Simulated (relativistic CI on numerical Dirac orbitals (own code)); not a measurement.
**Lu³⁺: L2,3 absorption edge**

Computed with this model: Dirac-Coulomb-Breit CI, separate exchange-only KLI orbitals for each configuration, model QED, valence Slater integrals scaled by 0.8, multiplet model of core-to-valence dipole absorption; configurations [Xe] 4f14 → [He] 2s2 2p5 3s2 3p6 3d10 4s2 4p6 4d10 4f14 5s2 5p6 5d; 80 K; Lorentzian 5 eV and Gaussian 1 eV FWHM. Energies are those of the free ion, without screening or charge transfer. The branching ratio is the share of the lower-energy edge in the whole absorption, uncertain by about 0.02 where the edges overlap. S is read from ⟨S²⟩ = S(S + 1).

Field parameters in Wybourne normalisation: Oh B⁴₀ = 21Dq, B⁴₄ = √(5/14) B⁴₀. The field is a parameter set, without covalency.

free ion: ground-state S = 0.00, centroid 9575.26 eV, branching ratio 0.703. Peaks (eV, height): 9247.0 (100), 10352.5 (42).

Oh, 10Dq = 15850 cm⁻¹: ground-state S = 0.00, centroid 9575.26 eV, branching ratio 0.703. Peaks (eV, height): 9247.0 (100), 10352.0 (43).

Oh, 10Dq = 24650 cm⁻¹: ground-state S = 0.00, centroid 9575.26 eV, branching ratio 0.703. Peaks (eV, height): 9247.0 (100), 10351.5 (45).

Oh, 10Dq = 33450 cm⁻¹: ground-state S = 0.00, centroid 9575.26 eV, branching ratio 0.703. Peaks (eV, height): 9245.5 (100), 9248.5 (93), 10351.0 (46).

Oh, 10Dq = 42300 cm⁻¹: ground-state S = 0.00, centroid 9575.26 eV, branching ratio 0.703. Peaks (eV, height): 9245.0 (100), 9249.5 (87), 10350.5 (46), 10355.5 (32).

The statistical ratio of this edge is 2/3 = 0.667. Values above it arise where the holes sit mainly in the j = l + 1/2 valence subshell or the ground state has high spin; values below it where core-valence Coulomb terms move weight to the upper edge, as in nearly empty shells. At deep edges of heavy elements the radial integrals of the two core levels differ, which raises the baseline.

Strongest unbroadened transitions for Oh, 10Dq = 24650 cm⁻¹:

```tsv
Energy (eV)	Relative strength
9245.38	0.1
9245.46	28.7
9245.85	83.3
9248.56	2.7
9248.75	100.0
10351.35	59.4
10354.50	31.3
```
